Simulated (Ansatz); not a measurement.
```yaml
crystal:
  periodic: [false, false, false]
  atoms:
    - {symbol: Ge, position_ang: [0.262196, -0.174785, 1.070956]}
    - {symbol: C, position_ang: [0.633973, 0.234376, 2.917548]}
    - {symbol: H, position_ang: [-0.258070, 0.645409, 3.411270]}
    - {symbol: H, position_ang: [1.457723, 0.959025, 2.987789]}
    - {symbol: H, position_ang: [0.933151, -0.691849, 3.428285]}
    - {symbol: O, position_ang: [1.812903, -0.600703, 0.329280]}
    - {symbol: C, position_ang: [1.872373, -1.271314, -0.936628]}
    - {symbol: C, position_ang: [3.184716, -2.034611, -0.973559]}
    - {symbol: C, position_ang: [1.746427, -0.266584, -2.073545]}
    - {symbol: H, position_ang: [1.033518, -1.993181, -0.998550]}
    - {symbol: H, position_ang: [4.030326, -1.334091, -0.880267]}
    - {symbol: H, position_ang: [3.291368, -2.590057, -1.918610]}
    - {symbol: H, position_ang: [3.236133, -2.748323, -0.137969]}
    - {symbol: H, position_ang: [0.795186, 0.283406, -2.002274]}
    - {symbol: H, position_ang: [2.569317, 0.465574, -2.024587]}
    - {symbol: H, position_ang: [1.785308, -0.771540, -3.052251]}
    - {symbol: O, position_ang: [-0.561155, 1.158678, 0.211689]}
    - {symbol: C, position_ang: [-0.247779, 2.523283, 0.494240]}
    - {symbol: C, position_ang: [-1.370379, 3.365684, -0.086050]}
    - {symbol: C, position_ang: [1.115641, 2.898977, -0.072489]}
    - {symbol: H, position_ang: [-0.227266, 2.676892, 1.595369]}
    - {symbol: H, position_ang: [-1.419098, 3.221115, -1.177254]}
    - {symbol: H, position_ang: [-1.210833, 4.435622, 0.119965]}
    - {symbol: H, position_ang: [-2.337380, 3.063515, 0.342920]}
    - {symbol: H, position_ang: [1.907473, 2.243794, 0.325518]}
    - {symbol: H, position_ang: [1.112936, 2.788769, -1.168750]}
    - {symbol: H, position_ang: [1.371511, 3.942068, 0.173511]}
    - {symbol: O, position_ang: [-0.811968, -1.559768, 0.831980]}
    - {symbol: C, position_ang: [-2.158854, -1.442688, 0.353981]}
    - {symbol: C, position_ang: [-2.919805, -2.642903, 0.890776]}
    - {symbol: C, position_ang: [-2.171615, -1.368763, -1.165980]}
    - {symbol: H, position_ang: [-2.613219, -0.512705, 0.751230]}
    - {symbol: H, position_ang: [-2.463219, -3.573350, 0.516457]}
    - {symbol: H, position_ang: [-3.974310, -2.616051, 0.573792]}
    - {symbol: H, position_ang: [-2.882416, -2.662771, 1.990511]}
    - {symbol: H, position_ang: [-1.628036, -0.474832, -1.506924]}
    - {symbol: H, position_ang: [-1.693126, -2.265744, -1.592938]}
    - {symbol: H, position_ang: [-3.203670, -1.309547, -1.548413]}
basis:
  gaussian: {orbitals: def2-SVPD, fitting: {mean_field: def2-universal-jkfit}}
hamiltonian: {xc: {name: wPBEh}}
scf: {omitted_lower_state_checks: [starts]}
```

```sh
$ ansatz run in.yaml --threads 2 --pin off --events-out ev --progress --plain --max-ram 22528MiB --backend cuda --devices 0, --max-vram 18GiB
```

Output, abridged:

```
Functional definition: wPBEh
1679 factors; integrals over basis functions are off by at most 2.4e-1 eV
1679 factors; integrals over basis functions are off by at most 1.8e-7 eV
mean field evaluation 1: about -73351.5180 eV, gradient 1.1e2 eV
mean field evaluation 2: about -73325.9330 eV, gradient 1.6e2 eV
mean field evaluation 4: about -73379.8785 eV, gradient 7.1e0 eV
mean field evaluation 8: about -73379.9947 eV, gradient 5.4e-1 eV
mean field evaluation 16: about -73379.9953 eV, gradient 2.1e-4 eV
mean field -73379.99531305 eV, -2696.6650890073 hartree, gradient 5.1e-5 eV, S^2 0.000000; 0 other end points of the search recorded, 0 dependent functions left out
reference -73379.99539607 eV, -2696.6650920584 hartree; 70, 70 occupied and 429, 429 virtual orbitals, 1679 factors
Total energy: -73379.99539607 eV, -2696.6650920584 hartree
Checks for a lower state left out: starts
```

It took 4.3 s on 2 threads of AMD EPYC 7R13 on a shared host and a share (18 GiB) of an NVIDIA H100 80GB HBM3, peak host memory 1 GiB.
